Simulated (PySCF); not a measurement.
# Assignment exercise: C₅H₁₃FSi₂

Bonds (- single, = double, # triple, : aromatic): C1-C2, C2-F3, C2-C4, C4=C5, C5-C6, C6-Si7, C6-Si8. C1 carries H9, H10, H11; C2 carries H12; C4 carries H13; C5 carries H14; C6 carries H15; Si7 carries H16, H17, H18; Si8 carries H19, H20, H21. Stereochemistry as in C[C@@H](F)/C=C\C([SiH3])[SiH3].

[PySCF 2.14.0 with density-fitted response routines: shieldings: GIAO PBE0/pcSseg-1; structure optimised with GFN2-xTB; a single conformation; no solvent model; non-relativistic; one averaged value for each set of equivalent atoms]

Scale: 13C, 1H vs TMS (reference shieldings calculated alike).

Task: Assign these signals to the numbered atoms. 13C{1H} NMR (computed): δ 138.1, 134.1, 90.5, 24.4, 9.8.

Result: 
138.1 → C4, alkene CH: an sp2 carbon of a C=C bond
134.1 → C5, alkene CH
90.5 → C2, allylic sp3 CH bonded to F: deshielded by the electronegative neighbour
24.4 → C1, methyl carbon: aliphatic region, no heteroatom directly attached
9.8 → C6, allylic sp3 CH bonded to 2 Si: an electropositive neighbour leaves it electron-rich and shielded

Task: Assign these signals to the numbered atoms. 1H NMR (500 MHz, computed): δ 6.00 (m, 1H), 5.64 (m, 1H), 5.47 (m, 1H), 3.96 (d, 3H), 3.95 (d, 3H), 1.39 (m, 3H), 1.38 (m, 1H).

Result: 
6.00 → H13, hydrogen on an alkene CH: a vinylic proton, deshielded by the sp2 carbon and the C=C anisotropy
5.64 → H12, hydrogen on an allylic sp3 CH bonded to F: its carbon carries F, hence the downfield position
5.47 → H14, hydrogen on an alkene CH: attached to an sp2 carbon and in the plane of the double bond
3.96 → H19/H20/H21, hydrogen on a silicon bonded to C
3.95 → H16/H17/H18, hydrogen on a silicon bonded to C
1.39 → H9/H10/H11, hydrogen on a methyl carbon
1.38 → H15, hydrogen on an allylic sp3 CH bonded to 2 Si

H19/H20/H21 and H16/H17/H18; H9/H10/H11 and H15 lie closer than the usual error of such a calculation, so a measured spectrum could show them in the other order.

Splittings by 19F in the carbon and heteronuclear signals aren't shown, as no couplings were computed. Shifts are as computed. Against solution values, carbons near 30 ppm lie about +3 ppm off and those near 130 ppm about +5 ppm. Of 1211 compounds with measured shifts, 218 miss one by over three times the rms of a fit or turn the order of signals round; such compounds aren't used in these exercises. Multiplicities follow the n + 1 count of equivalent neighbours, as no J values were calculated; m marks all less simple cases, F and P coupling included.
